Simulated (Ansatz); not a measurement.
Calculated with Ansatz (gas phase, PBE0-D4/def2-TZVP geometries, no zero-point term in ΔE). CBS: MP2 limit from def2 TZ/QZ plus the TZ coupled-cluster correction, frozen cores. This one scheme is used for every species. DFT in def2-TZVPP. B3LYP here is the variant with VWN-RPA as its local correlation; programs differ in this. Each species was taken in one conformer, which may not be the lowest.

`OB[SiH](O)F` → `BO` + `O[Si]F`  (silylene formation by 1,1-elimination)

`OB[SiH](O)F`:

Cartesian coordinates in Å:
```
O -0.531 1.993 -0.550
B -0.388 0.685 -0.849
Si -0.002 -0.600 0.668
O 1.401 -1.361 0.288
F -1.197 -1.673 0.754
H -0.710 2.549 -1.314
H -0.491 0.319 -1.992
H 0.087 -0.020 2.036
H 1.831 -1.892 0.960
```

`BO`:

```xyz
5

B    -0.117   -0.398   -0.071
O     0.375    0.818   -0.381
H    -0.167   -1.201   -0.956
H    -0.483   -0.644    1.046
H     0.393    1.425    0.363
```

`O[Si]F`:

```xyz
4

O     0.015   -0.823    0.542
Si   -0.968    0.400    0.075
F     0.025    1.277   -0.858
H     0.929   -0.854    0.240
```

Problem. Is it downhill or uphill in electronic energy at CCSD(T)/CBS, and by how much? (Estimate.)

Solution. Computed: Uphill: ΔE = +106.1 kJ/mol.

Problem. What do these levels give: r2SCAN-D4, B3LYP-D4, PBE, CCSD(T)/def2-SVP, HF/def2-QZVPP, CCSD/CBS(def2)? (Best estimate.)

Solution. The calculation gave: r2SCAN-D4 118.4, B3LYP-D4 96.8, PBE 96.3, CCSD(T)/def2-SVP 93.7, HF/def2-QZVPP 100.0, CCSD/CBS(def2) 106.0 kJ/mol.

Largest T1 diagnostic among the species: 0.015.

From PBE to PBE0 (25 % exact exchange), in def2-TZVPP and without D4, ΔE moves by +14.0 kJ/mol. At CCSD(T), def2-SVP lies −12.4 kJ/mol from the extrapolated value and def2-TZVPP −4.3 kJ/mol.
